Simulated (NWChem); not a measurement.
# C₃H₅FSi; SMILES FC1=CC[SiH2]1

```xyz
10

F     -0.2593     2.1080     0.0000
C      0.0153     0.8012     0.0000
C      1.2386     0.2093     0.0000
C      0.9742    -1.2940     0.0000
Si    -0.8979    -0.8500     0.0000
H      2.2293     0.7010     0.0000
H      1.3496    -1.8245    -0.9005
H      1.3496    -1.8245     0.9005
H     -1.6967    -1.2117    -1.2234
H     -1.6967    -1.2117     1.2234
```
Atoms are numbered in this order, from 1.

Computed with NWChem. Medium grid unless said otherwise, to which SCAN and Minnesota functionals are sensitive. Coordinates come from a PBE-D3(BJ)/def2-SVP optimisation. Total energies of different functionals are on different scales.

```csv
level,energy (Ha),highest occupied level (eV),orbital gap (eV),dipole (D)
B3LYP/def2-SVP,-506.3723,-7.06,6.86,1.48
PBE/def2-SVP,-505.9541,(withheld),5.10,(withheld)
r2SCAN0/def2-SVP,-506.1801,-7.52,7.55,1.64
MPW1K/def2-SVP,-506.3000,-8.24,8.87,1.71
"LC-wPBE (HJS exchange hole, range parameter 0.4 per bohr)/def2-SVP",-506.0887,-9.98,12.29,1.57
MN15-L/def2-SVP,-506.0543,-6.54,5.87,1.50
N12/def2-SVP,-506.2943,-5.98,5.14,1.49
```

Question: Complete the blanks.

Answer: 
- PBE/def2-SVP, highest occupied level (eV): -6.10
- PBE/def2-SVP, dipole (D): 1.31
